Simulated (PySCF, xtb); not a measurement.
SnO2, SMILES [O]=[Sn]=[O].

Harmonic wavenumbers (cm⁻¹) from GFN2-xTB (xtb) at its own minimum, in rising order: 90, 90, 662, 834.

Q: What does PySCF with r2SCAN-D4/def2-TZVP give at its own minimum? (Estimate from the structure and the level; the computed values follow.)

A: 154, 154, 789, 904. Paired by order, the mean absolute difference is 81 cm⁻¹ and the zero-point energies are 2.4 and 2.9 kcal/mol.
